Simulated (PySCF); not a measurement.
O2S2, SMILES S(=O)(=O)=S. Atoms are numbered in the order given.

```xyz
4

S      0.0000     0.0000    -0.3916
S      0.0000     0.0000     1.5256
O      0.0000     1.2771    -1.1339
O      0.0000    -1.2771    -1.1339
```

Geometry: PBE-D3(BJ)/def2-SVP.

Computed with PBE-D3(BJ)/def2-SVP run with PySCF.

Frequencies are harmonic and unscaled.

```csv
mode,ν (cm⁻¹),IR (km/mol),moving atoms (share of kinetic energy)
1,320,3.7,"O 56 %, S 44 %"
2,368,13.0,"S 67 %, O 33 %"
3,429,18.2,"O 71 %, S 29 %"
4,634,42.3,"S 74 %, O 26 %"
5,1103,147.6,"O 69 %, S 31 %"
6,1285,108.6,"O 56 %, S 44 %"
```
